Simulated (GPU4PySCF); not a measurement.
N-phenylbenzimidazole (C₁₃H₁₀N₂), SMILES c1ccc(-n2cnc3ccccc32)cc1.

The structure is a stationary point at r2SCAN-D4/def2-TZVP. The values are those of a single conformer.

Calculation: GPU4PySCF with r2SCAN-D4/def2-TZVP.

Harmonic, unscaled wavenumbers; measured fundamentals usually lie a few per cent lower.

Computed normal modes with their intensities:
```csv
mode,ν (cm⁻¹),IR (km/mol),moving atoms (share of kinetic energy)
1,57,0.8,"C 75 %, H 17 %, N 8 %"
2,72,0.3,"C 69 %, N 16 %, H 15 %"
3,93,0.0,"C 76 %, H 15 %, N 9 %"
4,220,1.7,"C 77 %, H 14 %, N 9 %"
5,230,2.2,"C 77 %, H 16 %"
6,257,0.9,"C 73 %, N 14 %, H 13 %"
7,326,1.4,"C 72 %, N 19 %, H 9 %"
8,383,1.0,"C 61 %, N 28 %, H 11 %"
9,419,0.9,"C 73 %, H 27 %"
10,434,6.9,"C 71 %, H 28 %"
11,479,3.6,"C 66 %, H 17 %, N 17 %"
12,531,12.2,"C 71 %, H 16 %, N 14 %"
13,587,7.1,"C 74 %, H 14 %, N 12 %"
14,595,1.3,"C 70 %, H 16 %, N 14 %"
15,626,1.5,"C 80 %, H 11 %, N 9 %"
16,631,3.0,"C 80 %, N 13 %"
17,646,0.3,"C 43 %, N 38 %, H 19 %"
18,715,29.4,"C 60 %, H 38 %"
19,719,15.9,"C 77 %, H 15 %"
20,753,65.6,"H 72 %, C 27 %"
21,772,39.7,"C 50 %, H 47 %"
22,785,2.2,"C 71 %, H 23 %"
23,804,18.2,"C 74 %, H 15 %, N 11 %"
24,848,0.7,"H 76 %, C 23 %"
25,849,4.4,"H 74 %, C 25 %"
26,869,4.5,"H 62 %, C 36 %"
27,897,7.2,"C 51 %, N 38 %, H 11 %"
28,921,3.8,"H 68 %, C 31 %"
29,935,1.4,"H 72 %, C 28 %"
30,964,0.3,"H 79 %, C 21 %"
31,968,0.5,"H 74 %, C 26 %"
32,986,0.4,"H 80 %, C 20 %"
33,993,9.9,"C 61 %, N 32 %"
34,1019,0.1,"C 91 %, H 9 %"
35,1031,10.6,"C 56 %, H 44 %"
36,1051,1.0,"C 53 %, H 45 %"
37,1102,7.0,"H 62 %, C 37 %"
38,1127,2.1,"H 50 %, C 46 %"
39,1160,12.7,"H 59 %, C 38 %"
40,1177,2.4,"H 74 %, C 22 %"
41,1184,0.1,H 92 %
42,1198,4.8,"H 86 %, C 13 %"
43,1220,50.6,"C 46 %, H 27 %, N 27 %"
44,1251,46.8,"C 50 %, H 39 %, N 11 %"
45,1303,40.0,"C 39 %, H 38 %, N 23 %"
46,1317,28.8,"H 55 %, C 36 %, N 9 %"
47,1349,6.2,"H 57 %, C 36 %"
48,1369,1.0,"C 86 %, H 14 %"
49,1394,13.6,"C 48 %, N 41 %, H 11 %"
50,1411,18.5,"C 73 %, H 19 %, N 8 %"
51,1475,73.3,"C 62 %, H 30 %"
52,1486,19.5,"C 60 %, H 38 %"
53,1511,2.6,"C 68 %, H 29 %"
54,1520,86.8,"C 60 %, N 27 %, H 12 %"
55,1529,134.6,"C 60 %, H 34 %"
56,1615,2.6,"C 91 %, H 8 %"
57,1626,6.3,"C 91 %, H 8 %"
58,1637,65.8,"C 90 %, H 10 %"
59,1650,3.6,C 92 %
60,3167,0.3,H 92 %
61,3168,2.8,H 92 %
62,3176,4.0,"H 92 %, C 8 %"
63,3180,12.3,"H 92 %, C 8 %"
64,3186,16.5,"H 92 %, C 8 %"
65,3191,12.6,"H 91 %, C 9 %"
66,3194,4.8,"H 91 %, C 9 %"
67,3197,17.1,"H 91 %, C 9 %"
68,3199,4.6,"H 91 %, C 9 %"
69,3230,0.0,"H 91 %, C 9 %"
```
